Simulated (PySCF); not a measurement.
CH₃FSSe.

```xyz
7

Se     0.0087     0.5005     0.7194
F     -1.7672     0.7507     0.4395
S      0.5010    -1.2095    -0.4929
C      0.8220    -0.5281    -2.1691
H     -0.1108    -0.1125    -2.5928
H      1.1613    -1.3829    -2.7884
H      1.6119     0.2449    -2.1324
```
Charge 0, spin multiplicity 1.

The structure is a stationary point at PBE-D3(BJ)/def2-SVP. Other conformers were not sampled.

Method: PBE/pcSseg-1 in PySCF. Non-relativistic, no solvent.

Computed absolute GIAO shielding of each atom: isotropic value and principal components (ppm):
```json
[
 {"atom": "Se1", "σ(iso)": "-578.7", "σ11": "-2251.1", "σ22": "-547.2", "σ33": "1062.2", "span": "3313.3"},
 {"atom": "F2", "σ(iso)": "460.3", "σ11": "162.8", "σ22": "344.8", "σ33": "873.3", "span": "710.5"},
 {"atom": "S3", "σ(iso)": "244.7", "σ11": "-34.9", "σ22": "275.7", "σ33": "493.3", "span": "528.2"},
 {"atom": "C4", "σ(iso)": "145.1", "σ11": "116.7", "σ22": "138.9", "σ33": "179.7", "span": "63.0"},
 {"atom": "H5", "σ(iso)": "28.0", "σ11": "23.6", "σ22": "26.9", "σ33": "33.5", "span": "9.9"},
 {"atom": "H6", "σ(iso)": "28.4", "σ11": "23.8", "σ22": "25.7", "σ33": "35.7", "span": "11.9"},
 {"atom": "H7", "σ(iso)": "28.4", "σ11": "24.7", "σ22": "26.5", "σ33": "33.9", "span": "9.2"}
]
```
